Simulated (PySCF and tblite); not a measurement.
C7H18SeSi, numbered as in [CH3:1][CH2:2][CH2:3][CH2:4][Se:5][Si:6]([CH3:7])([CH3:8])[CH3:9].

The ensemble was built from 200 distance-geometry starts (ETKDG and KDG, UFF, GFN2-xTB) and rests on GFN2-xTB geometries. Weights use PBE0-D3(BJ)/6-31G* energies plus GFN2-xTB zero-point and thermal terms (modes under about 200 cm⁻¹ blended into free rotors). Symmetry numbers and mirror images are counted. Conformers within 1.5 kcal/mol (GFN2-xTB free energy) were kept, 10 at most. GIAO shieldings: PBE0/6-31G*. Shifts are against TMS (¹H), TMS (¹³C), TMS (²⁹Si), Me2Se (⁷⁷Se) at the same level. Codes: tblite and PySCF.

Torsions listed: C1–C2–C3–C4, C2–C3–C4–Se5, C3–C4–Se5–Si6, C4–Se5–Si6–C7. Of a mirror pair one member is shown.

```
conformer                     shape  weight %  dipole D
        1   180°, -179°, 92°, -171°      15.1      2.14
        2    176°, -67°, -90°, -67°      14.8      2.05
        3    180°, 180°, 178°, -62°      12.6      2.09
        4    -178°, 69°, -123°, 61°      12.5      2.05
        5  -179°, 68°, -173°, -172°      10.9      2.04
```

Not shown: 5 more, 34.0 % in all.

Question: How do the computed shifts compare with measured ones?

Answer: 
```csv
nucleus,signal,leading conformer,average,measured,medium
²⁹Si,Si6,31.3,30.7,11.3,solution
⁷⁷Se,Se5,-82.7,-109.0,-108,solution
```

Measured values: U. Herzog, Habilitationsschrift, TU Bergakademie Freiberg, 2002/2003.  The computed shifts are unscaled and lack vibrational corrections.


Conformer gaps in 6-31G* on xTB geometries can be 2 kcal/mol off for S=O, P=O and other polar bonds.